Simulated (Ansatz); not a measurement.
System: sum formula InO$_{2}$H$_{2}$, net charge 0, doublet state. It need not be the lowest isomer of its formula. 
Coordinates optimised at B3LYP-D3(BJ)/def2-TZVP (Ansatz, a program for electronic structure):
```xyz
5

In     0.1447     0.0755     0.2603
O      1.0472     0.3625    -1.5304
H      0.4543     0.0725    -2.2372
O     -1.7196    -0.7253     0.0980
H     -2.1680    -0.8705     0.9393
```
Charge 0, spin multiplicity 2.

Property: atomisation energy (electronic, to ground-state atoms), in kcal/mol. Valence correlation only, unless marked. UHF or UKS for open shells. Spin-orbit coupling is left out. Frozen are the shells of the preceding noble gas and the d and f shells that filled before the atom's block. Past Kr the def2 sets carry scalar-relativistic core potentials. The coupled-cluster limit lacks core correlation, which all-electron functionals hold. CBS(X,Y): correlation extrapolated as X^-3; Hartree-Fock from the larger set. [CCSD(T)-MP2]/basis is that difference in the basis named.

```json
[
 {"level": "CAM-B3LYP-D4/def2-TZVPD", "program": "Ansatz + dftd4", "atomisation energy (kcal/mol)": "353.5"},
 {"level": "MP2/def2-SVP", "program": "Ansatz", "atomisation energy (kcal/mol)": "333.5"},
 {"level": "RI-MP2/def2-TZVPPD", "program": "Ansatz", "atomisation energy (kcal/mol)": "368.2"},
 {"level": "SCS-MP2/def2-TZVPP", "program": "Ansatz", "atomisation energy (kcal/mol)": "357.4"},
 {"level": "CCSD(T)/def2-TZVPPD", "program": "Ansatz", "atomisation energy (kcal/mol)": "349.8"},
 {"level": "RI-MP2/CBS(def2-TZVPP,def2-QZVPP)+[CCSD(T)-MP2]/def2-TZVPP", "program": "Ansatz", "atomisation energy (kcal/mol)": "362.6"},
 {"level": "RI-MP2/CBS(def2-TZVPPD,def2-QZVPPD)+[CCSD(T)-MP2]/def2-TZVPPD", "program": "Ansatz", "atomisation energy (kcal/mol)": "361.6"}
]
```
